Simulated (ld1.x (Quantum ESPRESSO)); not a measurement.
# What one change does to a pseudopotential (nickel, RRKJ)

- Element: Ni
- Generator: ld1.x (Quantum ESPRESSO) 7.5
- Type: norm-conserving RRKJ (Kleinman–Bylander form)
- Functional: PBEsol
- Relativity: scalar-relativistic
- Frozen core: [Ne] 3s2
- Valence charge: 16
- Reference configuration: 3p6 3d8 4s1.75 4p0 (charge +0.25)
- Partial waves: 4s (bound): rc 1.80 bohr; 3p (bound): rc 0.90 bohr; 3d (bound): rc 0.75 bohr
- Local potential: all-electron potential smoothed inside 1.30 bohr (lloc = -1)
- Core correction: a·sin(br)/r model core, default radius (core density twice the valence density)
- rho0: 0.02

All-electron outer shells of the reference configuration (PBEsol, scalar-relativistic, ld1.x):

| shell | level (eV) | outermost node (bohr) | outermost maximum (bohr) |
| --- | --- | --- | --- |
| 2p | -846.26 | – | 0.16 |
| 3s | -112.90 | 0.30 | 0.64 |
| 3p | -73.38 | 0.27 | 0.65 |
| 3d | -11.01 | – | 0.63 |
| 4s | -7.44 | 0.92 | 2.21 |
| 4p | -2.64 | 1.00 | 2.98 |

Change: local potential all-electron potential smoothed inside 0.74 bohr (lloc = -1).

Cutoffs: the cutoffs (Ry, on a coarse ladder) from which the occupation-weighted sum of valence levels, in a spherical-Bessel basis at the reference potential, stays within 10 and 1 mRy of its value at 400 Ry; they do not see the model core or the augmentation charge, which bear on the density cutoff. Errors are all-electron minus pseudo energies relative to the spin-unpolarised reference configuration.

Question: What does the change do?

Answer: The potential gets neither clearly harder nor softer (300 Ry and 300 Ry → 300 Ry and 300 Ry); both files keep a bound ghost (s); of the 7 tests that both files solve, the error grows in 1 and shrinks in 3 by more than 15 % and 0.3 meV (median size 33.8 → 5.2 meV); the range in which the s phases agree narrows (upper end at the end of the scan → 1.2); the range in which the p phases agree widens (upper end 0.9 → at the end of the scan).

| quantity | base | changed |
| --- | --- | --- |
| cutoff, loose | 300 Ry | 300 Ry |
| cutoff, tight | 300 Ry | 300 Ry |
| bound ghosts | s | s |
| error for 3p6 3d8 4s2 4p0, meV [ΔE -1.64 eV] | -0.1 | +0.1 |
| error for 3p6 3d8 4s1 4p0, meV [ΔE 7.70 eV] | -5.0 | -3.6 |
| error for 3p6 3d8 4s0 4p0, meV [ΔE 24.96 eV] | -34 | -34 |
| error for 3p6 3d8 4s1.5 4p0, meV [ΔE 2.09 eV] | -0.6 | -0.4 |
| error for 3p6 3d6 4s0 4p0, meV [ΔE 119.92 eV] | -35 | +61 |
| error for 3p6 3d8 4s1 4p1, meV [ΔE 2.99 eV] | -34 | +5.2 |
| error for 3p6 3d7 4s2 4p1, meV [ΔE 8.94 eV] | -148 | -8.6 |
| s: phases at 1.96 bohr within 0.05 rad from the reference energy up to (Ry; the scan ends near 5) | to the end of the scan | 1.2 |
| p: phases at 1.96 bohr within 0.05 rad from the reference energy up to (Ry; the scan ends near 5) | 0.9 | to the end of the scan |
| d: phases at 1.96 bohr within 0.05 rad from the reference energy up to (Ry; the scan ends near 5) | 2.5 | to the end of the scan |

 A true bound ghost makes a file unfit for plane-wave use even where its test errors are small: the radial tests pick states by their node count and pass the ghost by.
